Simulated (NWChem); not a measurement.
System: CH5NOSi2; SMILES [SiH2]([SiH3])N=C=O

Output (shortened):

```
             Northwest Computational Chemistry Package (NWChem) 7.3.0
             --------------------------------------------------------

                             Geometry "geometry" -> ""
                             -------------------------

 Output coordinates in angstroms (scale by  1.889725989 to convert to a.u.)

  No.       Tag          Charge          X              Y              Z
 ---- ---------------- ---------- -------------- -------------- --------------
    1 O                    8.0000     0.60707600    -3.23021700     0.00328200
    2 C                    6.0000     0.12175700    -2.16749800    -0.00095000
    3 N                    7.0000    -0.38311400    -1.08246900    -0.00597800
    4 Si                  14.0000    -0.98953300     0.53403500    -0.00051300
    5 Si                  14.0000     0.81712400     2.03470400     0.00060700
    6 H                    1.0000    -1.84208000     0.72496800    -1.21130900
    7 H                    1.0000    -1.83811200     0.71902700     1.21410100
    8 H                    1.0000     1.65296800     1.82183000    -1.21973900
    9 H                    1.0000     1.65806800     1.81367000     1.21595000
   10 H                    1.0000     0.30438200     3.43946800     0.00628300

 Effective nuclear repulsion energy (a.u.)     245.3812712178

  xc_inp: hfexch multiplicative factor not found.
                              NWChem Property Module
                              ----------------------

  itol2e modified to match energy
  convergence criterion.

                                 NWChem DFT Module
                                 -----------------

 Summary of "ao basis" -> "ao basis" (spherical)
 ------------------------------------------------------------------------------
       Tag                 Description            Shells   Functions and Types
 ---------------- ------------------------------  ------  ---------------------
 O                          def2-svp                 6       14   3s2p1d
 C                          def2-svp                 6       14   3s2p1d
 N                          def2-svp                 6       14   3s2p1d
 Si                         def2-svp                 8       18   4s3p1d
 H                          def2-svp                 3        5   2s1p

  itol2e modified to match energy
  convergence criterion.

[...]

          -----------------------
          Electric field gradient
          -----------------------

 1 a.u. = 0.324123 10**(16) esu/cm**3  ( or statvolts/cm**2 ) = 0.97174 10**(22) v/m**2

 ------------------------------------------------------------
   Atom      X         Y         Z
 ------------------------------------------------------------
    1 O    1.14721  -6.10423   0.00620
 ------------------------------------------------------------

 Electric field gradient in molecular frame (a.u.)
         XX             YY             ZZ             XY             XZ             YZ
 ------------------------------------------------------------------------------------------
        0.205643      -0.605999       0.400356       0.462554      -0.001937       0.003936

 Principal components (a.u.) and orientation
 of principal axis w.r.t. absolute frame                      Asymmetry parameter eta
 --------------------------------------------------------------------------------------
       -0.815536       0.415166       0.400370                       0.018142

       -0.412609       0.910880       0.007148
        0.910901       0.412562       0.007196
       -0.003606      -0.009480       0.999949

 ------------------------------------------------------------
   Atom      X         Y         Z
 ------------------------------------------------------------
    2 C    0.23009  -4.09598  -0.00180
 ------------------------------------------------------------

 Electric field gradient in molecular frame (a.u.)
         XX             YY             ZZ             XY             XZ             YZ
 ------------------------------------------------------------------------------------------
       -0.133841       0.414931      -0.281090      -0.308873       0.000891      -0.002140

 Principal components (a.u.) and orientation
 of principal axis w.r.t. absolute frame                      Asymmetry parameter eta
 --------------------------------------------------------------------------------------
        0.553698      -0.281097      -0.272601                       0.015343

       -0.409792       0.005793       0.912160
        0.912175       0.005645       0.409763
       -0.002776       0.999967      -0.007598

 ------------------------------------------------------------
   Atom      X         Y         Z
 ------------------------------------------------------------
    3 N   -0.72398  -2.04557  -0.01130
 ------------------------------------------------------------

 Electric field gradient in molecular frame (a.u.)
         XX             YY             ZZ             XY             XZ             YZ
 ------------------------------------------------------------------------------------------
        0.122228      -0.372584       0.250355       0.257194      -0.000781       0.001327

 Principal components (a.u.) and orientation
 of principal axis w.r.t. absolute frame                      Asymmetry parameter eta
 --------------------------------------------------------------------------------------
       -0.482054       0.250361       0.231693                       0.038725

       -0.391625      -0.010629       0.920064
        0.920123      -0.002258       0.391624
       -0.002085       0.999941       0.010664

 ------------------------------------------------------------
   Atom      X         Y         Z
 ------------------------------------------------------------
    4 Si  -1.86995   1.00918  -0.00097
 ------------------------------------------------------------

[...]
```

Level: Hartree-Fock/def2-SVP. All runs use the structure optimised with PBE0/def2-SVP. NWChem prints the field gradient with the sign opposite to the second derivative of the potential.

Problem. Reconstruct the input file.

Solution. One answer among several that fit: the input that was run:
```
start job
memory heap 200 mb stack 900 mb global 1100 mb
geometry units angstroms noautosym nocenter noautoz
  O      0.607076    -3.230217     0.003282
  C      0.121757    -2.167498    -0.000950
  N     -0.383114    -1.082469    -0.005978
  Si    -0.989533     0.534035    -0.000513
  Si     0.817124     2.034704     0.000607
  H     -1.842080     0.724968    -1.211309
  H     -1.838112     0.719027     1.214101
  H      1.652968     1.821830    -1.219739
  H      1.658068     1.813670     1.215950
  H      0.304382     3.439468     0.006283
end
basis spherical
  * library def2-svp
end
dft
  xc hfexch
  iterations 150
end
property
  efieldgrad
end
task dft property
```
